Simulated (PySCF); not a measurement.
**A survey of 19F NMR shifts**

How the numbers were obtained: shielding tensors at PBE0/pcSseg-1 (GIAO), structure optimised with GFN2-xTB, in PySCF 2.14 (single conformer, no solvent model, relativity neglected, equivalent nuclei averaged).

Shieldings were converted by a linear fit to measured shifts: 19F: δ = 146.13 − 0.903σ +14.6 on sp3 carbon (rms 6.0 ppm, 223 shifts, 7.0 ppm with the 5 outliers that the fit left out vs CFCl3, solution or neat liquid). Occasional misses reach two or three times the rms, and more in compound classes unlike the fitted ones.

(1) Give the 19F shifts of `CN[C@H](C)C(F)=C(F)F`, `CC(=S)O[C@H](F)C(F)F`.

(2) Order these by 19F shift, lowest first.
A. CC(=S)OCC(F)(F)F
B. C[Si@H](Cl)/C(F)=C\[SiH3]
C. C=C/C(=C\C#N)C(=C)F
D. CCc1scc(F)c1OC

Answers

(1) 
```json
{"compound": "[CH3:1][NH:2][C@H:3]([CH3:4])[C:5]([F:6])=[C:7]([F:8])[F:9]", "environment": "F8: vinylic fluorine", "δ (ppm)": "-104.4"}
{"compound": "[CH3:1][NH:2][C@H:3]([CH3:4])[C:5]([F:6])=[C:7]([F:8])[F:9]", "environment": "F9: vinylic fluorine", "δ (ppm)": "-123.7"}
{"compound": "[CH3:1][NH:2][C@H:3]([CH3:4])[C:5]([F:6])=[C:7]([F:8])[F:9]", "environment": "F6: vinylic fluorine", "δ (ppm)": "-201.2"}
{"compound": "[CH3:1][C:2](=[S:3])[O:4][C@H:5]([F:6])[CH:7]([F:8])[F:9]", "environment": "F8: fluorine of a CF2 group", "δ (ppm)": "-133.7"}
{"compound": "[CH3:1][C:2](=[S:3])[O:4][C@H:5]([F:6])[CH:7]([F:8])[F:9]", "environment": "F9: fluorine of a CF2 group", "δ (ppm)": "-145.2"}
{"compound": "[CH3:1][C:2](=[S:3])[O:4][C@H:5]([F:6])[CH:7]([F:8])[F:9]", "environment": "F6: fluorine on an sp3 carbon", "δ (ppm)": "-171.9"}
```

(2) D (-139.2 ppm, aryl fluorine), C (-103.1 ppm, vinylic fluorine), A (-73.6 ppm, fluorine of a CF3 group), B (-48.3 ppm, vinylic fluorine).
